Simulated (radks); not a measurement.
Values are calculated unless marked as measured or tabulated.
Species: the terbium ion Tb9+. Configuration: [Kr] 4d10 4f6 5s2 5p2.

Level of theory: scalar-relativistic Kohn-Sham, PBEsol, spin-polarised, spherical densities, point nucleus; open shells are filled with parallel spins first (spin-orbit coupling, left out, can overturn this in heavy ions) (a radial shooting solver on a logarithmic mesh with Libxc functionals).

Energy parts (eV):
total: -317902.63
kinetic: 342224.14
electron-nucleus: -768356.20
Hartree: 114945.41
exchange-correlation: -6715.99

Orbitals (lengths in bohr, moments of r in powers of bohr):
orbital  occ.  eigenvalue (eV)      <r>
1s up       1        -51997.94  0.02151
1s down     1        -51997.73  0.02151
2s up       1        -8750.961  0.09152
2s down     1        -8750.760  0.09152
2p up       3        -7794.055  0.08090
2p down     3        -7793.813  0.08090
3s up       1        -2065.293   0.2395
3s down     1        -2062.180   0.2393
3p up       3        -1770.234   0.2383
3p down     3        -1767.114   0.2380
3d up       5        -1385.343   0.2167
3d down     5        -1382.905   0.2164
4s up       1        -534.8027   0.5384
4s down     1        -528.1816   0.5384
4p up       3        -436.8929   0.5685
4p down     3        -430.3394   0.5686
4d up       5        -302.3503   0.6109
4d down     5        -295.7887   0.6109
4f up       6        -153.8535   0.7070
4f down     0        -147.0804   0.7095
5s up       1        -181.3167    1.174
5s down     1        -175.0634    1.182
5p up       2        -152.1389    1.286
5p down     0        -146.3181    1.301

The highest occupied level is 5p up at -152.14 eV. The density falls to 0.001 e/bohr^3 at r = 2.51 bohr. For comparison, the ionisation energy in NIST's Atomic Spectra Database is 168 eV (theoretical). In exact Kohn-Sham theory the highest level is minus the ionisation energy, but local and semilocal functionals leave it too shallow, through self-interaction and a potential that decays too fast; potentials with the right tail come closer. Summed over all electrons, <r^2> = 18.71 bohr^2, which gives a Langevin (diamagnetic) susceptibility term of -14.8 x 10^-6 cm^3/mol.
